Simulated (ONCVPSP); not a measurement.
# An all-electron radial function and its pseudo partner (Sc (Z = 21))

Columns: radius, all-electron u(r) and pseudo u(r) of the 3p shell (level -33.55 eV) of scandium in the configuration [Ne] 3s2 3p6 3d1 4s2; PBEsol, scalar-relativistic, ONCV scheme, ONCVPSP 4.0.1.

```json
{"r (bohr)": "0.100", "all-electron": "-0.3606", "pseudo": "0.0302"}
{"r (bohr)": "0.200", "all-electron": "-0.4991", "pseudo": "0.1164"}
{"r (bohr)": "0.300", "all-electron": "-0.3039", "pseudo": "0.2463"}
{"r (bohr)": "0.400", "all-electron": "0.0252", "pseudo": "0.4020"}
{"r (bohr)": "0.500", "all-electron": "0.3539", "pseudo": "0.5638"}
{"r (bohr)": "0.600", "all-electron": "0.6222", "pseudo": "0.7129"}
{"r (bohr)": "0.700", "all-electron": "0.8129", "pseudo": "0.8346"}
{"r (bohr)": "0.800", "all-electron": "0.9298", "pseudo": "0.9203"}
{"r (bohr)": "0.900", "all-electron": "0.9847", "pseudo": "0.9669"}
{"r (bohr)": "1.000", "all-electron": "0.9923", "pseudo": "0.9770"}
{"r (bohr)": "1.100", "all-electron": "0.9663", "pseudo": "0.9564"}
{"r (bohr)": "1.200", "all-electron": "0.9179", "pseudo": "0.9127"}
{"r (bohr)": "1.300", "all-electron": "0.8560", "pseudo": "0.8537"}
{"r (bohr)": "1.400", "all-electron": "0.7869", "pseudo": "0.7860"}
{"r (bohr)": "1.500", "all-electron": "0.7154", "pseudo": "0.7151"}
{"r (bohr)": "1.600", "all-electron": "0.6447", "pseudo": "0.6446"}
{"r (bohr)": "1.700", "all-electron": "0.5768", "pseudo": "0.5767"}
{"r (bohr)": "1.800", "all-electron": "0.5130", "pseudo": "0.5130"}
{"r (bohr)": "1.900", "all-electron": "0.4542", "pseudo": "0.4541"}
{"r (bohr)": "2.000", "all-electron": "0.4005", "pseudo": "0.4005"}
{"r (bohr)": "2.100", "all-electron": "0.3521", "pseudo": "0.3520"}
{"r (bohr)": "2.200", "all-electron": "0.3087", "pseudo": "0.3087"}
{"r (bohr)": "2.300", "all-electron": "0.2701", "pseudo": "0.2700"}
{"r (bohr)": "2.400", "all-electron": "0.2358", "pseudo": "0.2358"}
{"r (bohr)": "2.500", "all-electron": "0.2057", "pseudo": "0.2057"}
{"r (bohr)": "2.600", "all-electron": "0.1791", "pseudo": "0.1791"}
```

Question: How many radial nodes do the two functions have?

Answer: The all-electron 3p function has n − l − 1 = 1; the pseudo-wave has 0, since the states of the same l below it are removed with the core.

Question: At about which radius was the pseudo-wave matched?

Answer: 1.75 bohr. The columns agree to 0.0005 from 1.50 bohr on; several derivatives are matched, so the curves merge somewhat inside the radius.

Question: Is the pseudo-wave norm-conserving?

Answer: Yes: the ONCV scheme keeps the norm inside the radius equal to the all-electron one, which fixes the energy derivative of the logarithmic derivative at the level.
